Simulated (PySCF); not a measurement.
# How the method changes the shape and vibrations of BFH3NSi

These are calculations, not measurements. The program is PySCF 2.14.0, an open-source quantum chemistry code, run on an isolated molecule that a program drew, which may never have been made. The molecule is BFH3NSi (charge 0, singlet), drawn as the SMILES string `BN=[SiH]F`.

The geometry was optimised and harmonic frequencies were computed with HF and MP2, all in the cc-pV(D+d)Z basis, for the commonest isotopes, with a restricted reference for singlets and an unrestricted one otherwise, and a frozen core in MP2. Each result is a local minimum of its method.

Geometry at the HF minimum:
```xyz
7
BFH3NSi, angstrom
B     0.7423    1.4607   -0.1661
N     0.8108    0.1079   -0.4964
Si    0.7981   -1.3704   -0.9132
F    -0.2954   -2.0607   -1.8410
H     0.1525    1.8166    0.8232
H     1.2827    2.2849   -0.8604
H     1.7511   -2.4096   -0.5584
```

Lengths of the bonds as drawn, in Å (atoms numbered as above):
```
bond,HF,MP2
B1-N2,1.394,1.403
N2-Si3,1.536,1.572
Si3-F4,1.592,1.615
B1-H5,1.206,1.210
B1-H6,1.206,1.210
Si3-H7,1.454,1.460
```

Rotational constants, in GHz:
```
constant,HF,MP2
A,25.95,25.19
B,3.245,3.149
C,2.958,2.87
```

Harmonic frequencies in cm^-1, each column in rising order, so a row needn't be the same motion in every method:
```
rank,HF,MP2
1,109,93
2,213,173
3,299,323
4,376,338
5,594,?
6,808,754
7,924,865
8,1010,951
9,1025,977
10,1104,1038
11,1335,1260
12,1665,1568
13,2466,2402
14,2633,2596
15,2686,2672
```

**Estimate the missing MP2 frequency from the HF column.**

A single factor s that minimises the squared misfit of MP2 against s times HF over the other rows is sum(HF x MP2) / sum(HF^2) = 0.9715, with an rms misfit of 35 cm^-1. For rank 5 it gives 0.9715 x 594 = 577 cm^-1. The calculation gives 499 cm^-1, 78 cm^-1 below the estimate. The drawn bonds are on average 0.9 % longer in MP2 than in HF.
